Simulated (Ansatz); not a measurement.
Ti(NH2)Cl3 (TiNCl₃H₂). Total charge 0; singlet. Geometry r2SCAN-D4/def2-SVP; atoms count from 1.

Cartesian coordinates in Å:
```
Ti -0.0297 0.3182 0.5886
N 0.0013 -0.5352 -1.0353
H -0.4273 -1.4429 -1.2184
H 0.5022 -0.1897 -1.8549
Cl -1.7952 -0.4178 1.6443
Cl -0.0462 2.4664 0.1786
Cl 1.7949 -0.1991 1.6971
```

Estimate the Mulliken populations from the PBE0/def2-TZVP orbitals of Ansatz.


| atom | charge (e) | d electrons |
| --- | --- | --- |
| Ti1 | 1.18 | 2.22 |
| N2 | -0.72 | – |
| H3 | 0.27 | – |
| H4 | 0.27 | – |
| Cl5 | -0.33 | – |
| Cl6 | -0.33 | – |
| Cl7 | -0.34 | – |
Mulliken values and Mayer orders depend strongly on the basis.

And the Mayer bond orders between bonded heavy atoms (over 0.3)?

Ti1–N2 1.21 (1.83 Å); Ti1–Cl5 1.12 (2.18 Å); Ti1–Cl6 1.11 (2.19 Å); Ti1–Cl7 1.09 (2.20 Å).
